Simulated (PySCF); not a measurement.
tert-butyl 2-methylpropanoate (C8H16O2), SMILES CC(C)(OC(C(C)C)=O)C.

Coordinates come from a B3LYP-D3(BJ)/def2-SVP optimisation. The values are those of a single conformer.

Method: r2SCAN/def2-SVP run with PySCF.

Gas-phase values at a fixed geometry.

Question: Estimate the frontier levels, gap, dipole moment and polarisability. (Estimate from the structure and the level; the computed values follow.)

Answer: 
* **highest occupied level**: -6.09 eV
* **lowest empty level**: -0.32 eV
* **orbital gap**: 5.77 eV
* **dipole moment**: 1.93 D
* **quadrupole, principal values (traceless, Buckingham form, about the centre of nuclear charge)**: -9.56, 0.71, 8.85 D·Å
* **mean static polarisability**: 93.9 bohr³ (13.92 Å³)
* **polarisability, principal values**: 87.3, 88.5, 105.9 bohr³
